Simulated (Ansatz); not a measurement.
## Which is lower?

Two relaxed structures of AlGeH₃O, closed shell (PBE0-D4/def2-TZVP; forces vanish, vibrations not checked).

A:

O1  (0.978, -0.427, 0.512)
Al2  (-0.204, -1.347, -0.296)
Ge3  (-0.193, 0.959, 0.015)
H4  (-0.452, -2.863, -0.641)
H5  (0.558, 1.980, -0.866)
H6  (-0.687, 1.698, 1.277)
(Å)

B:

```xyz
6
angstrom
O 0.8038 -0.4358 0.5955
Al -0.2143 -1.6460 -0.3051
Ge -0.4027 1.0478 -0.1147
H 1.5644 -0.3349 1.1706
H 0.7735 1.9472 -0.6325
H -0.6446 1.7121 1.2856
```

Computed with Ansatz 0.2.0 (basis: def2-TZVPP); correlated methods freeze the cores. Filled d shells of the heavier atoms are correlated. The def2 sets are not built for correlating such inner shells, so the correlated values are less sure here. B3LYP uses VWN-RPA correlation.

**Question.** Which structure is lower at CCSD(T), and by how much? (An estimate is asked for; the value comes from the calculation.)

**Answer.** By the calculation: A, by 0.036 eV (electronic energy, against the other); a gap this small isn't resolved in one triple-zeta basis. By their contacts, A is AlGeH₃O ([O]1[AlH][GeH2]1) and B is AlGeH₃O ([OH]1[Al][GeH2]1).

**Question.** Do the other methods give the same order? (A judgement: the text doesn't fix the answer.)

**Answer.** The calculation gives: Not all: PBE-D4, PBE0-D4, B3LYP-D4, wB97M-V, HF, CCSD give the other order.

| method | E(B) − E(A) (eV) |
| --- | --- |
| PBE-D4 | -0.073 |
| r2SCAN-D4 | 0.144 |
| PBE0-D4 | -0.054 |
| B3LYP-D4 | -0.141 |
| wB97M-V | -0.165 |
| HF | -0.078 |
| MP2 | 0.212 |
| CCSD | -0.011 |
| CCSD(T) | 0.036 |

No T1 diagnostic of these runs exceeds 0.016.

Labels in which every atom is bracketed show which atoms are joined, not bond orders.

For scale, one of the runs: CCSD(T)/def2-TZVPP, 163 basis functions, launched by `ansatz run in.yaml --threads 2 --pin off --events-out ev --progress --plain --max-ram 4352MiB`. Time: 28 s of wall clock on 2 CPU threads of an Arm Neoverse V2; the host was shared. Peak host memory: 1.2 GiB.
